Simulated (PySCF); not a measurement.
C₂H₆GeO₂, SMILES O=C(O)[CH2][GeH3] (GFN2-xTB optimised geometry):

```
11

O      2.292    -0.068     0.000
C      1.092    -0.068     0.000
O      0.375    -1.209     0.019
C      0.188     1.115     0.000
Ge    -1.436     0.643     1.025
H      0.957    -1.984     0.002
H     -0.091     1.328    -1.033
H      0.721     1.984     0.382
H     -2.292    -0.310     0.267
H     -2.228     1.889     1.281
H     -1.068     0.042     2.339
```

Calculation: B3LYP/def2-TZVP (PySCF).

**Question.** What are the frontier orbital energies and the dipole moment?

**Answer.** HOMO-2 -9.33 eV, HOMO-1 -9.05 eV, HOMO -7.74 eV, LUMO -0.22 eV, LUMO+1 0.32 eV; dipole moment 1.53 D.

Meta-Löwdin charges at B3LYP/def2-TZVP: O1 -0.46, C2 0.54, O3 -0.47, C4 -0.45, Ge5 0.40, H6 0.36, H7 0.15, H8 0.14, H9 -0.06, H10 -0.08, H11 -0.07.
